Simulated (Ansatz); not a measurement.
(PbO)n off: PBE0-D4/def2-TZVPD single points in Ansatz on relaxed structures, gas phase. Each cluster is the lowest isomer that a short search found in that spin, judged at the geometry's level, and lower ones may exist. Core potentials for Pb, no spin–orbit coupling. Binding counts from free atoms in the multiplicity of their measured ground term, without zero-point energy. Singlets are spin-restricted. A dash marks a value that wasn't run or was left out as unsound. The structures are stationary points that may keep the symmetry of their start. Remarks come from the PBE and PBE0 runs and from stability tests at other levels; not every state was tested. A HOMO above zero means that the electron is unbound at that level and held by the basis, or that self-interaction error raises the level; the energy of removing that electron tells which. HOMO above LUMO (over both spins in singlets and doublets, within one spin in higher multiplets; at PBE or PBE0), or a gap under 0.15 eV within one spin, warns that the state may not be the lowest or that an electron is smeared out.

```json
{"species": "PbO2 (with an O–O bond)", "atoms": "3", "state": "singlet", "geometry": "r2SCAN-D4/def2-TZVP", "HOMO (eV)": "-6.20", "LUMO (eV)": "-2.79", "gap (eV)": "3.41", "vertical EA (eV)": "0.98", "binding per atom (eV)": "2.32", "point group (within 0.1 Å)": "C2v", "remarks": "HOMO above zero (-1 doublet)"}
{"species": "Pb3O2", "atoms": "5", "state": "singlet", "geometry": "PBE-D4/def2-SVP", "HOMO (eV)": "-4.81", "LUMO (eV)": "-2.12", "gap (eV)": "2.69", "vertical EA (eV)": "0.77", "binding per atom (eV)": "2.95", "point group (within 0.1 Å)": "C2v", "remarks": "HOMO above zero (-1 doublet), gap within one spin near zero at PBE or PBE0 (-1 doublet)"}
{"species": "Pb4O3", "atoms": "7", "state": "singlet", "geometry": "PBE-D4/def2-SVP", "HOMO (eV)": "-4.73", "LUMO (eV)": "-1.67", "gap (eV)": "3.06", "vertical EA (eV)": "–", "binding per atom (eV)": "3.31", "point group (within 0.1 Å)": "C3v", "remarks": "restricted SCF unstable in HF, HOMO above zero (-1 doublet), gap within one spin near zero at PBE or PBE0 (-1 doublet)"}
```

The gap (eV) runs from 2.69 (Pb3O2) to 3.41 (PbO2 (with an O–O bond)). The binding per atom (eV) runs from 2.32 (PbO2 (with an O–O bond)) to 3.31 (Pb4O3).
